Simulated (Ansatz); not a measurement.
Basis-set series for F₃HSn (`[F][SnH]([F])[F]`). Total charge 0; spin multiplicity 1. Sn: def2 effective core potential. All single points use the PBE0-D4/def2-TZVP geometry.

```csv
functional,basis,functions,energy (Eh),HOMO (eV),LUMO (eV)
PBE0-D4,def2-SVP,73,-513.96884,-10.83,-1.91
PBE0-D4,def2-QZVPP,283,-514.39681,-11.07,-2.19
ωB97M-V,def2-SVP,73,-514.12175,-13.12,0.27
ωB97M-V,def2-QZVPP,283,-514.55718,-13.40,-0.18
```

(1) Give the rows for def2-TZVPP. (An estimate is asked.)

Results:

(1) Computed: 
```tsv
functional	basis	functions	energy (Eh)	HOMO (eV)	LUMO (eV)
PBE0-D4	def2-TZVPP	157	-514.37551	-11.05	-2.15
ωB97M-V	def2-TZVPP	157	-514.53695	-13.38	-0.06
```
